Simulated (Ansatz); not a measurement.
Steps of a relaxation of CH₇BOSSi (`BS[SiH2]OC`) with RKS PBE0-D4/def2-TZVP.

```sh
$ ansatz run in.yaml --threads 4 --pin off --events-out ev --progress --plain --max-ram 10444MiB
```

```yaml
crystal:
  periodic: [false, false, false]
  atoms:
    - {symbol: B, position_ang: [-0.925618, 2.269526, 0.149190]}
    - {symbol: S, position_ang: [-1.814948, 0.729531, -0.057311]}
    - {symbol: Si, position_ang: [-0.462492, -0.601089, 1.039695]}
    - {symbol: O, position_ang: [1.016567, -0.739787, 0.276008]}
    - {symbol: C, position_ang: [1.184928, -1.230118, -1.043669]}
    - {symbol: H, position_ang: [-1.405806, 3.246654, -0.386233]}
    - {symbol: H, position_ang: [0.103305, 2.325791, 0.791653]}
    - {symbol: H, position_ang: [-0.170389, -0.043505, 2.393834]}
    - {symbol: H, position_ang: [-1.186305, -1.920430, 1.097494]}
    - {symbol: H, position_ang: [2.265086, -1.199306, -1.291758]}
    - {symbol: H, position_ang: [0.637972, -0.609190, -1.788657]}
    - {symbol: H, position_ang: [0.834698, -2.283177, -1.146147]}
basis:
  gaussian: {orbitals: def2-TZVP}
hamiltonian: {xc: pbe0, dispersion: d4}
relax: {f_tol: 0.005, max_steps: 150}
```

Positions (Å) and forces (eV/Å) along the path, 11 of 16 steps:

```xyz
12
step=1 energy=-22579.8151 eV
B    -0.926    2.270    0.149    0.063    0.143   -0.001
S    -1.815    0.730   -0.057    0.462   -0.081    0.291
Si   -0.462   -0.601    1.040    0.532    0.049   -0.510
O     1.017   -0.740    0.276   -0.881   -0.045    0.195
C     1.185   -1.230   -1.044    0.008   -0.140   -0.373
H    -1.406    3.247   -0.386    0.207   -0.371    0.223
H     0.103    2.326    0.792   -0.414   -0.018   -0.250
H    -0.170   -0.044    2.394   -0.052   -0.116   -0.301
H    -1.186   -1.920    1.097    0.198    0.300   -0.024
H     2.265   -1.199   -1.292   -0.555    0.007    0.191
H     0.638   -0.609   -1.789    0.267   -0.282    0.433
H     0.835   -2.283   -1.146    0.164    0.554    0.126
12
step=2 energy=-22579.8747 eV
B    -0.925    2.259    0.158    0.010    0.012   -0.039
S    -1.794    0.717   -0.067    0.139    0.018    0.085
Si   -0.456   -0.590    1.020    0.475   -0.005   -0.277
O     1.013   -0.735    0.273   -0.556    0.035    0.220
C     1.176   -1.230   -1.039    0.021   -0.056   -0.131
H    -1.398    3.226   -0.368    0.054   -0.104    0.073
H     0.088    2.318    0.797   -0.123   -0.009   -0.053
H    -0.166   -0.033    2.360   -0.028   -0.027   -0.061
H    -1.163   -1.900    1.079    0.040    0.062   -0.004
H     2.245   -1.206   -1.279   -0.166   -0.006    0.036
H     0.637   -0.613   -1.773    0.084   -0.088    0.122
H     0.821   -2.269   -1.127    0.051    0.169    0.029
12
step=3 energy=-22579.8823 eV
B    -0.910    2.247    0.140   -0.128    0.009    0.173
S    -1.783    0.710   -0.068    0.012    0.027   -0.064
Si   -0.448   -0.586    1.013    0.112   -0.005   -0.012
O     1.004   -0.727    0.274   -0.089    0.009    0.025
C     1.168   -1.225   -1.036    0.035   -0.010   -0.018
H    -1.392    3.214   -0.362    0.039   -0.002   -0.067
H     0.077    2.311    0.808    0.047   -0.012   -0.057
H    -0.167   -0.031    2.351   -0.010    0.002    0.018
H    -1.148   -1.895    1.071   -0.011   -0.014    0.007
H     2.231   -1.205   -1.273    0.016   -0.004   -0.005
H     0.634   -0.610   -1.766   -0.011    0.014   -0.005
H     0.811   -2.257   -1.118   -0.012   -0.015    0.006
12
step=5 energy=-22579.8854 eV
B    -0.931    2.263    0.167   -0.014   -0.038   -0.011
S    -1.775    0.715   -0.085    0.006    0.037    0.002
Si   -0.440   -0.580    1.004    0.026   -0.004    0.010
O     1.009   -0.729    0.266   -0.022    0.005   -0.007
C     1.173   -1.240   -1.039    0.018   -0.008   -0.012
H    -1.405    3.227   -0.349    0.001    0.003    0.001
H     0.064    2.324    0.823   -0.003    0.004    0.007
H    -0.163   -0.021    2.342   -0.006    0.004    0.003
H    -1.145   -1.888    1.067   -0.004   -0.004    0.003
H     2.237   -1.228   -1.275    0.005   -0.003    0.002
H     0.643   -0.628   -1.776   -0.002    0.006    0.000
H     0.810   -2.271   -1.112   -0.005   -0.004    0.003
12
step=6 energy=-22579.8855 eV
B    -0.932    2.263    0.167   -0.014   -0.029   -0.005
S    -1.775    0.716   -0.085    0.006    0.026    0.001
Si   -0.439   -0.579    1.004    0.011   -0.003    0.011
O     1.009   -0.728    0.265   -0.012    0.004   -0.010
C     1.174   -1.242   -1.040    0.013   -0.006   -0.007
H    -1.407    3.228   -0.348    0.001    0.004   -0.001
H     0.062    2.326    0.825   -0.001    0.004    0.005
H    -0.163   -0.019    2.341   -0.003    0.002    0.001
H    -1.144   -1.887    1.068   -0.002   -0.002    0.002
H     2.239   -1.232   -1.274    0.004   -0.002    0.002
H     0.646   -0.629   -1.777   -0.001    0.004    0.000
H     0.808   -2.272   -1.112   -0.004   -0.003    0.001
12
step=7 energy=-22579.8857 eV
B    -0.940    2.268    0.174    0.001    0.003    0.004
S    -1.774    0.719   -0.088    0.003   -0.014   -0.001
Si   -0.435   -0.576    1.000   -0.032    0.001    0.007
O     1.010   -0.727    0.257    0.019    0.002   -0.017
C     1.178   -1.250   -1.043   -0.005    0.002    0.012
H    -1.415    3.233   -0.339    0.000    0.002   -0.002
H     0.050    2.333    0.838    0.001    0.003    0.003
H    -0.160   -0.011    2.336    0.008   -0.001   -0.005
H    -1.142   -1.883    1.068    0.003    0.003    0.000
H     2.244   -1.251   -1.272   -0.004   -0.002    0.003
H     0.659   -0.635   -1.787    0.004   -0.003    0.000
H     0.802   -2.277   -1.111    0.000    0.003   -0.005
12
step=10 energy=-22579.8860 eV
B    -0.960    2.280    0.190    0.008    0.007    0.003
S    -1.770    0.723   -0.098   -0.002   -0.006   -0.003
Si   -0.428   -0.567    0.990   -0.008   -0.001    0.002
O     1.014   -0.725    0.243    0.018    0.000   -0.008
C     1.185   -1.267   -1.049   -0.003    0.002    0.004
H    -1.441    3.245   -0.320   -0.004   -0.003   -0.002
H     0.019    2.352    0.869   -0.001   -0.001    0.001
H    -0.142    0.007    2.320    0.000    0.000    0.001
H    -1.133   -1.873    1.070   -0.001   -0.001   -0.001
H     2.255   -1.310   -1.259   -0.014   -0.001    0.002
H     0.702   -0.641   -1.807    0.005   -0.007    0.006
H     0.773   -2.280   -1.115    0.002    0.008   -0.003
12
step=11 energy=-22579.8861 eV
B    -0.965    2.283    0.194    0.007   -0.006   -0.014
S    -1.765    0.721   -0.102   -0.002    0.006    0.001
Si   -0.423   -0.565    0.989    0.001   -0.001   -0.007
O     1.019   -0.725    0.241    0.005    0.004    0.009
C     1.186   -1.270   -1.050    0.003   -0.006   -0.015
H    -1.449    3.244   -0.319   -0.003    0.002    0.004
H     0.011    2.358    0.876   -0.003    0.002    0.005
H    -0.137    0.012    2.317   -0.002   -0.002    0.001
H    -1.129   -1.871    1.070    0.003   -0.003    0.003
H     2.256   -1.330   -1.255   -0.018    0.000    0.003
H     0.717   -0.635   -1.809    0.005   -0.007    0.009
H     0.758   -2.276   -1.118    0.004    0.011    0.000
12
step=14 energy=-22579.8861 eV
B    -0.964    2.281    0.191   -0.007   -0.002    0.002
S    -1.763    0.719   -0.104    0.005    0.004    0.001
Si   -0.422   -0.565    0.990    0.003   -0.007   -0.001
O     1.021   -0.726    0.243   -0.003    0.006    0.009
C     1.185   -1.268   -1.049   -0.001   -0.005   -0.010
H    -1.450    3.242   -0.320    0.003    0.001   -0.001
H     0.010    2.358    0.876    0.001    0.000   -0.002
H    -0.137    0.011    2.318   -0.001    0.002   -0.001
H    -1.126   -1.872    1.072    0.000   -0.001    0.000
H     2.254   -1.336   -1.255    0.001    0.000    0.001
H     0.720   -0.629   -1.807    0.000    0.001    0.001
H     0.750   -2.271   -1.121    0.000    0.001    0.001
12
step=15 energy=-22579.8861 eV rejected
B    -0.965    2.281    0.191   -0.004    0.000    0.002
S    -1.764    0.719   -0.102    0.004    0.002   -0.004
Si   -0.421   -0.565    0.990    0.000   -0.004    0.005
O     1.022   -0.724    0.243    0.001    0.000    0.002
C     1.185   -1.268   -1.049   -0.007    0.001   -0.005
H    -1.448    3.242   -0.324    0.000    0.001    0.001
H     0.007    2.359    0.880    0.003   -0.001   -0.003
H    -0.137    0.010    2.319    0.000    0.002    0.000
H    -1.125   -1.873    1.070    0.002   -0.001   -0.001
H     2.253   -1.337   -1.256    0.001    0.002    0.004
H     0.720   -0.629   -1.807    0.001   -0.002   -0.001
H     0.749   -2.271   -1.120    0.000    0.001    0.001
12
step=16 energy=-22579.8861 eV
B    -0.965    2.281    0.191   -0.002   -0.002    0.000
S    -1.764    0.719   -0.103    0.003    0.001    0.003
Si   -0.421   -0.566    0.990    0.000    0.000   -0.003
O     1.022   -0.724    0.243   -0.001    0.001    0.002
C     1.184   -1.268   -1.049   -0.001   -0.001   -0.001
H    -1.450    3.242   -0.321    0.001    0.000    0.000
H     0.010    2.358    0.876    0.000    0.000    0.000
H    -0.137    0.011    2.319   -0.001    0.000   -0.001
H    -1.124   -1.873    1.070    0.001    0.001    0.000
H     2.253   -1.337   -1.254    0.000    0.000    0.000
H     0.721   -0.629   -1.807    0.000    0.001    0.000
H     0.748   -2.270   -1.120    0.000    0.000    0.000
```

Hardware: 4 threads of an Intel Xeon Platinum 8175M on a shared host. Wall time 100 s, peak host memory 0.61 GiB.
